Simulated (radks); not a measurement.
The numbers below are computed, except where a source is named.
Valence configurations of the molybdenum ion Mo2+ (all share [Kr]). Code: a radial shooting solver on a logarithmic mesh with Libxc functionals. Model: Dirac Kohn-Sham, PBE, spin-unpolarised, spherical densities, point nucleus; open shells fill j = l - 1/2 first. Energies are relative to 4d4; eigenvalues in eV.

valence          E (eV)  e(4d3/2)  e(5p1/2)  e(5s1/2)
4d4               0.000   -20.888         -         -
4d3 5s1           3.946   -23.864         -   -19.168
4d3.5 5p0.5       4.268   -22.827   -13.748         -
4d2.5 5s1.5       6.489   -25.417         -   -19.935
4d3 5s0.5 5p0.5   6.509   -24.334   -14.332   -19.472
4d3 5p1           9.085   -24.798   -14.605         -
4d2 5s2           9.434   -27.002         -   -20.699
4d2 5s1 5p1      14.909   -27.908   -15.765   -21.265
4d2 5s0.5 5p1.5  17.665   -28.351   -16.015   -21.538
4d2 5p2          20.432   -28.788   -16.260         -

NIST lists [Kr] 4d4 as the ground configuration; this level of theory agrees among the configurations tried. The energies are those of spherical spin-averaged densities, not of single terms.
